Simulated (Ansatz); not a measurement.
System: fluoroboronic acid, sum formula H2BO2F (charge 0, singlet). SMILES: OB(O)F
Geometry from a B3LYP-D3(BJ)/def2-TZVP (Ansatz, a program for electronic structure) optimisation:
```
B
F 1 1.3381
O 1 1.3548 2 117.83
H 3 0.9623 1 113.09 2 -180.00
O 1 1.3637 2 120.52 3 180.00
H 5 0.9623 1 113.71 2 0.00
```
Charge 0, spin multiplicity 1.

Parts of the frozen-core correlation energy in STO-3G (Ansatz, hartree). Frozen orbitals: 4; correlated occupied orbitals by spin: 12 and 12; virtual: 6 and 6. Spin-orbit coupling is left out. No relativistic terms.

```
term                            value
-------------------------  ----------
reference (HF)             -271.41230
MP2 opposite-spin            -0.10567
MP2 same-spin                       …
CCSD correlation                    …
(T)                                 …
T1 diagnostic                   0.014
largest doubles amplitude       0.043
```

### Question
Some entries are withheld; supply them.

### Answer

- MP2 same-spin, value: -0.02628
- CCSD correlation, value: -0.15630
- (T), value: -0.00683
